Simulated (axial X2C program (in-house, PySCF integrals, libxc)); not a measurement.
Bond lengths and stretching modes, held linear, of HSbF

Calculated with an in-house all-electron X2C program for linear molecules (integrals from PySCF): two-component X2C with atomic mean-field Coulomb and Gaunt terms, Gaussian nuclei, basis H dyall-v3z, Sb dyall-v3z, F dyall-av3z with contracted cores. Spin-free rows use the one-electron spin-free X2C Hamiltonian.

Masses H 1.008, Sb 120.904, F 18.998 u. States: 2c Ω = 3/2 (beyond evenly filled blocks: ω = 3/2); spin-free M_S = 3/2, Λ = 0 (beyond evenly filled blocks: σα, π+α, π-α).

LDA, 2c: energies above the lowest point

| r(H–Sb) (Å) | r(Sb–F) (Å) | E (meV) |
| --- | --- | --- |
| 1.8281 | 1.9325 | 36.39 |
| 1.8281 | 1.9820 | 7.49 |
| 1.8281 | 2.0315 | 15.85 |
| 1.8750 | 1.9325 | 25.60 |
| 1.8750 | 1.9820 | 0.00 |
| 1.8750 | 2.0315 | 11.36 |
| 1.8750 | 2.0811 | 48.84 |
| 1.9219 | 1.9325 | 25.33 |
| 1.9219 | 1.9820 | 3.03 |
| 1.9219 | 2.0315 | 17.49 |
| 1.9688 | 1.9820 | 13.96 |
| 1.9688 | 2.0811 | 75.45 |

Task: Fit a quadratic surface with cubic terms in each bond: where is the minimum, and what are the two stretching wavenumbers?

Result: At LDA, 2c: bonds 1.882 and 1.989 Å; harmonic stretches 482.8 and 1123.2 cm⁻¹; force constants 0.742, 2.32 and coupling 0.22 mdyn/Å.

The other levels and Hamiltonians give:

```tsv
Hamiltonian	level	r(H–Sb) (Å)	r(Sb–F) (Å)	lower stretch (cm⁻¹)	upper stretch (cm⁻¹)
2c	PBE0	1.883	1.978	507.9	1030.4
spin-free	PBE0	1.883	1.976	511.5	1031.0
spin-free	HF	1.478	1.976	519.4	1906.2
spin-free	LDA	1.881	1.977	515.0	1112.4
spin-free	MP2	1.881	1.967	550.0	909.1
```

Each state is one determinant, the lowest of a limited PBE0 search; the stretches come from a fit to these few points and carry an uncertainty of a few per cent. Other orders of the atoms were not compared. Left out for rough or failed fits: HF 2c, MP2 2c. The levels spread by more than a fifth, so the stretches depend strongly on the method. MP2 freezes inner shells (threshold -2 hartree). The molecule was held linear; bending was not examined, so a bent shape may lie lower. Note: several unpaired electrons, one determinant need not be a pure state.
